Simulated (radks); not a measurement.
Problem. Radial electron density D(r) = 4 pi r^2 rho(r) of an atom or ion with 48 electrons. All-electron calculation, scalar-relativistic Kohn-Sham, r2SCAN, spin-polarised, spherical densities, finite nucleus; meta-GGA in the generalised Kohn-Sham scheme; Fermi nuclear charge, rms radius of each element as measured or else 0.836 A^(1/3) + 0.57 fm. Program: a radial shooting solver on a logarithmic mesh with Libxc functionals.

r (bohr)  D(r) (e/bohr)
0.00424           21.02
0.00561           30.33
0.007364          41.39
0.009744          53.65
0.01279           64.05
0.01692           69.97
0.02239           68.95
0.02939           63.61
0.03889           61.61
0.05104           70.43
0.06753           86.17
0.08864           90.66
0.1173            76.32
0.1552            65.04
0.2037            73.53
0.2695            73.35
0.3538            45.83
0.4681            25.61
0.6144            28.88
0.8129            26.14
1.076             13.27
1.412             5.083
1.868             1.801
2.452            0.4286
3.244           0.03699
4.258         0.0009340

What is the nuclear charge?

Solution. Z = 54. The innermost maximum, from 1s, lies near gamma/Z bohr with gamma = sqrt(1 - (Z/c)^2) = 0.919, here 0.017 bohr (found: 0.0186), and its height grows with Z. The density is that of the xenon ion Xe6+ in [Kr] 4d10 5s2; the configuration itself is not fixed sharply by these data, and Z only to a few units. D(r) has 4 maxima, at r = 0.0186, 0.0825, 0.237, 0.676 bohr, and minima at 0.0362, 0.155, 0.495 bohr, inside which lie 1.98, 11.16, 28.99 electrons.
